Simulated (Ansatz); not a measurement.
Ansatz (an electronic-structure program) input:
A basis named .json is the Basis Set Exchange file of that set.

Ansatz 0.2 input:
```yaml
crystal:
  periodic: [false, false, false]
  atoms:
    - {symbol: Si, position_ang: [-0.00000000, -0.00000000, -0.51407753]}
    - {symbol: C, position_ang: [0.00000000, 0.00000000, 1.19951423]}
basis:
  gaussian:
    orbitals: aug-cc-pV_D+d_Z.json
magnetization: {spin_polarized: true, initial_magnetization: 2}
correlation: {method: ccsd_t, electrons: outside_noble_gas}
output: {forces: true}
```

Task: What final total energy does it print?

Result: -326.82397 Eh (CCSD(T)/aug-cc-pV(D+d)Z). The basis has 55 functions.

The determinant is spin-contaminated: <S^2> is 2.52 against 2.00 for a pure state.
